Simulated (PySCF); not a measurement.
**How methods differ on the ionisation energy of Kr**

Kr [Kr] (1S) → Kr⁺ [Ar] 3d10 4s2 4p5 (2P), as a difference of total energies. Computed with PySCF 2.14 in aug-cc-pwCVDZ-PP with ECP10MDF, with a scalar-relativistic core potential. Correlated levels: valence: 3s2 3p6 3d10 frozen; valence and next inner shell: nothing frozen outside the core potential. The calculations carry no spin-orbit coupling.

```csv
method,ionisation energy (eV),error (eV)
UHF,13.137,-1.085
LDA,14.345,+0.123
PBE,14.061,-0.161
PBE0,14.116,-0.106
r2SCAN,14.214,-0.008
M06-2X,14.048,-0.174
M06,13.916,-0.306
wB97X-V,14.122,-0.100
PBEsol,14.086,-0.136
MP2 (valence),13.959,-0.263
SCS-MP2 (valence),13.875,-0.347
MP2 (valence and next inner shell),14.022,-0.200
SCS-MP2 (valence and next inner shell),13.917,-0.305
```

Reference: 14.222 eV (measured; NIST levels, between the centres of gravity of the two terms).

Errors of the correlated levels include the incompleteness of this basis and the frozen core.
